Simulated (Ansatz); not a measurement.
Consider the ligand exchange at the Si–Se bond: `B[Se][SiH2]Cl` + `CO[SiH2]N` → `CO[SiH2]N[SiH2]Cl` + `B[SeH]`.

Computed with Ansatz on PBE0-D4/def2-TZVP structures; ΔE is electronic, products minus reactants. CCSD(T)/CBS is the MP2 limit (def2-TZVPP, def2-QZVPP) plus CCSD(T) − MP2 in def2-TZVPP, frozen cores. This one scheme is used for every species. DFT in def2-TZVPP. B3LYP here is the variant with VWN-RPA as its local correlation; programs differ in this. For Se outer-core shells are correlated without core-valence functions, which leaves a few kJ/mol of doubt a bond. Scalar relativity is left out up to krypton. One conformer a species, not always the lowest.

| level | ΔE (kcal/mol) |
| --- | --- |
| r2SCAN-D4 | -3.8 |
| PBE0-D4 | -2.7 |
| B3LYP-D4 | -4.7 |
| ωB97M-V | -4.4 |
| HF/def2-TZVPP | -5.5 |
| MP2/def2-TZVPP | -3.9 |
| CCSD/def2-TZVPP | -5.2 |
| SCS-MP2/def2-QZVPP | -4.1 |

(1) What does CCSD(T)/CBS give? (An estimate is asked.)

Largest T1 diagnostic among the species: 0.013.

## Answers

(1) The calculation gave: -3.7 kcal/mol. The listed levels differ from it by -0.1, 1.0, -1.0, -0.7, -1.8, -0.2, -1.5, -0.4 kcal/mol.

The D4 term adds −0.9 kcal/mol with B3LYP and −0.7 kcal/mol with PBE0; it sums over pairs of atoms, weighted by their polarisabilities, and B3LYP, whose exchange is more repulsive, gets the larger term.
